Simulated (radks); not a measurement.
Task: The xenon ion Xe3+, [Kr] 4d10 5s2 5p3. All-electron calculation, non-relativistic Kohn-Sham, exchange-only PBE, spin-polarised, spherical densities, point nucleus. Program: a radial shooting solver on a logarithmic mesh with Libxc functionals. Every spin shell is full or empty, so the densities are truly spherical. Functionals are evaluated on that one density, not self-consistently. Rank these orbital-free kinetic functionals by their error against the exact value of the orbitals, and give that value: Thomas-Fermi, TF + vW, TF + vW/5, LC94, APBEK, revAPBEK, Perdew 92, Thakkar, Pearson, LKT, PG1, DePristo-Kress, Ernzerhof.

Result: Exact: 7229.10 hartree. From best to worst, with 100 (|E| - |E exact|)/|E exact| (equal figures are ties): LC94 +0.05, APBEK +0.10, DePristo-Kress -0.12, revAPBEK +0.27, Ernzerhof -0.42, Thakkar -0.61, Perdew 92 -0.68, Pearson -0.91, TF + vW/5 +2.92, Thomas-Fermi -5.19, PG1 +14.62, LKT +18.63, TF + vW +35.36.
